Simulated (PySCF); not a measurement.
**Spinor energies of Tl⁵⁷⁺ (thallium, charge +57)**

Start: [Ar] 3d6; 3d3/2 filled at m_j = -3/2, -1/2, +1/2, +3/2; 3d5/2 filled at m_j = +3/2, +5/2. Calculated with PySCF 2.14 in an even-tempered Gaussian basis (15 s from 17 bohr⁻², ratio 2.8; 13 p from 22 bohr⁻², ratio 2.8; 8 d from 22 bohr⁻², ratio 2.8; 3 f from 75 bohr⁻², ratio 3): generalised Hartree-Fock with the X2C-1e Hamiltonian and a Gaussian nucleus; one run each with spin-orbit coupling (SO) switched off, then screened by Boettger's factors.

```csv
spinor shell,electrons,"ε, spin-free (eV)","ε, screened SO (eV)",weight of nominal j (screened SO),"rms radius, screened SO (bohr)"
1s1/2,2,-89791.8,-89750.9,1.000,0.0184
2s1/2,2,-19146.1,-19130.7,1.000,0.0739
2p1/2,2,-17009.6,-18521.3,1.000,0.0625
3s1/2,2,-7088.9,-7084.1,1.000,0.184
3p1/2,2,-6452.5,-6836.7,1.000,0.174
3p3/2,4,-6452.5,-6297.7,1.000,0.190
3d3/2,4,-5884.5,-5940.8,0.995,0.163
3d5/2,2,-5884.5,-5829.9,0.996,0.166
```

Q: Where does 2p3/2 lie, and what is the 2p spin-orbit splitting (screened SO)?

A: At -16415.5 eV, 2105.8 eV above 2p1/2.

```csv
quantity,spin-free,screened SO
E (hartree),-17237.65758,-17276.88232
M_J,4,4
⟨J²⟩,20.000,20.004
⟨L²⟩,6.000,13.354
⟨S²⟩,6.000,2.795
```

Each row is a mean over spinors that exchange with the open shell spreads, by up to 43.579 eV (3p3/2).

Breit and QED terms are absent; they matter most for the inner s and p1/2 levels.

Densities and radii are taken from the X2C orbitals without a picture-change correction, which distorts them close to the nucleus.

Without spin-orbit coupling the j labels of p, d and f shells carry no meaning; the spin-free column gives the mean over the occupied spinors of each nl shell.
